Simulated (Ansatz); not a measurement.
C3H4N, SMILES `C#C[N+]C` (lower triplet) (charge 1, multiplicity 3). This triplet lies 0.78 eV below the relaxed singlet at the level B3LYP/cc-pVTZ // B3LYP-D3(BJ)/def2-TZVP (Ansatz, an electronic-structure program).

The numbers are results of frozen-core CCSD(T)/6-31g // B3LYP-D3(BJ)/def2-TZVP in Ansatz, not measurements.

Ansatz 0.2 input:
```yaml
crystal:
  periodic: [false, false, false]
  atoms:
    - { symbol: C, position_ang: [2.381723, 0.341347, -0.32053] }
    - { symbol: C, position_ang: [1.10796, 0.158691, -0.274039] }
    - { symbol: N, position_ang: [-0.059712, -0.009433, -0.231752] }
    - { symbol: C, position_ang: [-1.457424, -0.209756, -0.18067] }
    - { symbol: H, position_ang: [3.441602, 0.497549, -0.357106] }
    - { symbol: H, position_ang: [-1.653901, -1.268543, 0.004688] }
    - { symbol: H, position_ang: [-1.869648, 0.397654, 0.62871] }
    - { symbol: H, position_ang: [-1.890605, 0.092488, -1.137222] }
basis:
  gaussian: { orbitals: "6-31g" }
correlation:
  method: ccsd_t
total_charge: 1
magnetization:
  spin_polarized: true
  initial_magnetization: 2
```

Output:

```
Functional definition: HF
641 factors; integrals over basis functions are off by at most 1.8e-4 eV
mean field evaluation 1: about -4620.4325 eV, gradient 2.4e1 eV
mean field evaluation 2: about -4620.4458 eV, gradient 2.4e1 eV
mean field evaluation 4: about -4624.2372 eV, gradient 4.9e0 eV
mean field evaluation 8: about -4624.7887 eV, gradient 3.7e-1 eV
mean field evaluation 16: about -4620.4293 eV, gradient 2.4e1 eV
mean field -4624.79329540 eV, -169.9580188086 hartree, gradient 1.4e-6 eV, S^2 2.314331; 0 other end points of the search recorded, 0 dependent functions left out
4 core orbitals not correlated
reference -4624.79329540 eV, -169.9580188086 hartree; 11, 9 occupied and 29, 31 virtual orbitals, 641 factors
second order -8.10269560 eV of doubles, -0.00000000 eV of singles
cycle   1  -8.69023371 eV  change   -5.9e-1 eV  update   1.1e-1
cycle   2  -9.27798744 eV  change   -5.9e-1 eV  update   5.2e-2
cycle   3  -9.51723798 eV  change   -2.4e-1 eV  update   2.9e-2
cycle   4  -9.53662250 eV  change   -1.9e-2 eV  update   1.0e-2
cycle   5  -9.53832972 eV  change   -1.7e-3 eV  update   3.3e-3
cycle   6  -9.54003043 eV  change   -1.7e-3 eV  update   1.4e-3
cycle   7  -9.54086643 eV  change   -8.4e-4 eV  update   5.4e-4
cycle   8  -9.54117180 eV  change   -3.1e-4 eV  update   2.1e-4
cycle   9  -9.54126941 eV  change   -9.8e-5 eV  update   8.8e-5
cycle  10  -9.54126548 eV  change    3.9e-6 eV  update   4.2e-5
cycle  11  -9.54126409 eV  change    1.4e-6 eV  update   2.2e-5
cycle  12  -9.54125521 eV  change    8.9e-6 eV  update   1.1e-5
perturbative correction -0.27463319 eV, -0.0100925834 hartree
Total energy: -4634.60918379 eV, -170.3187460535 hartree
```
